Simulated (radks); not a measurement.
Problem. These are the eigenvalues of the occupied orbitals of an atom or ion with whole-number occupations (hartree). All-electron calculation, scalar-relativistic Kohn-Sham, r2SCAN, spin-polarised, spherical densities, finite nucleus; meta-GGA in the generalised Kohn-Sham scheme; Fermi nuclear charge, rms radius of each element as measured or else 0.836 A^(1/3) + 0.57 fm. Program: a radial shooting solver on a logarithmic mesh with Libxc functionals.

| orbital | eigenvalue |
|---|---|
| 1s | -1427.237 |
| 2s | -228.6234 |
| 2p | -204.8782 |
| 3s | -49.84152 |
| 3p | -42.21445 |
| 3d | -31.26780 |
| 4s | -10.85252 |
| 4p | -8.35706 |
| 4d | -4.73401 |
| 5s | -2.30096 |
| 5p | -1.66338 |

Which element is it, and in what charge state? The configuration may be excited. Open shells, if any, are filled with parallel spins first.

Solution. Z = 57, lanthanum, charge +3: La3+ in [Xe]. The list shows which subshells hold electrons but not how many an open one holds; the 1s level, -1427.2 hartree, gives Z - s = 53.4 by -(Z - s)^2/2, which with screening and relativity narrows Z to a few neighbours, and the depths of the outer levels then fix element, charge and occupations together.
